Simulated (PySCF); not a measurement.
Scan of Li2O, singlet: symmetric bend, bond length relaxed. Scanned: Li-O-Li angle. Other coordinates (O-Li bond length) were minimised at B3LYP/def2-TZVP.

Levels of theory: RKS-B3LYP/LANL2DZ = PySCF with restricted B3LYP/LANL2DZ; CCSD(T) on RHF/cc-pVTZ, 1 core orbital frozen (PySCF).

Energies relative to the lowest point of each profile, in kJ/mol:

```tsv
a / °	RKS-B3LYP/LANL2DZ
180	0.0
170	0.5
160	2.2
150	5.0
140	9.5
130	16.1
120	25.5
110	39.3
100	59.3
90	88.0
80	129.3
```

### Question
Predict the corresponding CCSD(T) column.

### Answer
180: 0.0; 170: 0.3; 160: 1.3; 150: 3.1; 140: 6.0; 130: 10.3; 120: 16.9; 110: 26.7; 100: 41.7; 90: 64.7; 80: 99.9 (kJ/mol).
